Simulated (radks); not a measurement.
Values are calculated unless marked as measured or tabulated.
Question: Radial electron density D(r) = 4 pi r^2 rho(r) of an atom or ion with 42 electrons. Code: a radial shooting solver on a logarithmic mesh with Libxc functionals. Model: scalar-relativistic Kohn-Sham, SCAN, spin-polarised, spherical densities, finite nucleus; meta-GGA in the generalised Kohn-Sham scheme; Fermi nuclear charge, rms radius of each element as measured or else 0.836 A^(1/3) + 0.57 fm.

```
   r/bohr * D(r) (the largest magnitude, 95.6, reaches the edge; | marks zero)
 0.001151 | *
 0.001308 | *
 0.001487 |  *
 0.001676 |  *
 0.001905 |   *
 0.002148 |    *
 0.002442 |     *
 0.002775 |      *
 0.003129 |        *
 0.003556 |          *
 0.004042 |            *
 0.004557 |              *
 0.005179 |                *
 0.005886 |                   *
 0.006637 |                      *
 0.007543 |                          *
 0.008505 |                             *
 0.009666 |                                *
  0.01099 |                                   *
  0.01239 |                                      *
  0.01408 |                                        *
    0.016 |                                         *
  0.01804 |                                         *
   0.0205 |                                         *
   0.0233 |                                        *
  0.02628 |                                      *
  0.02986 |                                     *
  0.03367 |                                    *
  0.03827 |                                    *
  0.04349 |                                      *
  0.04904 |                                          *
  0.05574 |                                              *
  0.06335 |                                                  *
  0.07142 |                                                     *
  0.08118 |                                                      *
  0.09153 |                                                    *
    0.104 |                                                *
   0.1182 |                                           *
   0.1333 |                                       *
   0.1515 |                                      *
   0.1722 |                                        *
   0.1942 |                                           *
   0.2207 |                                              *
   0.2508 |                                            *
   0.2828 |                                       *
   0.3214 |                              *
   0.3624 |                      *
   0.4118 |                *
   0.4681 |              *
   0.5278 |               *
   0.5998 |               *
   0.6817 |               *
   0.7686 |            *
   0.8736 |        *
   0.9929 |    *
    1.119 |  *
    1.272 |*
    1.435 *
     1.63 *
    1.853 *
    2.089 *
    2.375 *
```

What is the nuclear charge?

Answer: Z = 56. The innermost maximum, from 1s, lies near gamma/Z bohr with gamma = sqrt(1 - (Z/c)^2) = 0.913, here 0.0163 bohr (found: 0.0179), and its height grows with Z. The density is that of the barium ion Ba14+ in [Kr] 4d6; the configuration itself is not fixed sharply by these data, and Z only to a few units. D(r) has 4 maxima, at r = 0.0179, 0.0786, 0.226, 0.609 bohr, and minima at 0.0345, 0.148, 0.476 bohr, inside which lie 1.97, 11.13, 29.07 electrons.
